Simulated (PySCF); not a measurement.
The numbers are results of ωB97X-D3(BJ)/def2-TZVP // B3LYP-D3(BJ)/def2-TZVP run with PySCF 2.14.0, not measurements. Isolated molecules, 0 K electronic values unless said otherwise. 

Reference species (SMILES): `[CH3][Al]([Cl])[Cl]` (neutral, multiplicity 1).

```json
{
 "HOMO–LUMO gap": "12.34 eV",
 "S1 oscillator strength": "0.009"
}
```

Changed species: `[CH3][Al]([CH3])[Cl]` (2 of 3 Cl replaced by CH3; the reference has 1 of 3 Cl replaced by CH3).

Task: What does the change do to the HOMO–LUMO gap and S1 oscillator strength?

Result: the HOMO–LUMO gap drops by 0.75 eV, to 11.59 eV; the S1 oscillator strength stays essentially unchanged.
